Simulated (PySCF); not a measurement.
# Relaxation of singlet VOF3

These are results of PBE0/[V def2-SVP, O def2-SVP, F def2-SVP], no relativity, density fitting, PySCF, not measurements. A (50,194) grid was used.

A hand-made square planar start, of C2v symmetry, held to at least that symmetry:

```xyz
5
charge 0 multiplicity 1, angstrom
V     0.0000   -0.0854    0.0000
O     0.0000   -1.7754    0.0000
F     1.9800   -0.0854    0.0000
F     0.0000    1.8946    0.0000
F    -1.9800   -0.0854    0.0000
```

Optimiser trace:
| step | E − E(last) (kJ/mol) | largest gradient (Eh/bohr) |
| --- | --- | --- |
| 0 | 220.82 | 0.12640 |
| 1 | 42.46 | 0.05090 |
| 2 | 10.18 | 0.04164 |
| 3 | 0.53 | 0.00759 |
| 4 | 0.02 | 0.00230 |
| 5 | 0.00 | 0.00038 |
| 6 | 0.00 | 0.00001 |

It ends at C2v with V–F 1.731 Å (×2), V–F 1.812 Å, V–O 1.552 Å; F–V–F 84.8° (×2), F–V–F 169.5°, F–V–O 95.2° (×2), F–V–O 180.0° (after a last refinement on a finer grid). A frequency run shows 2 imaginary modes, down to 284i cm⁻¹, so it is a higher-order saddle point. Other isomers or separated fragments may lie lower.

Stability towards spin polarisation was not tested.

The relaxation took of the order of 70 core-seconds on a shared host.
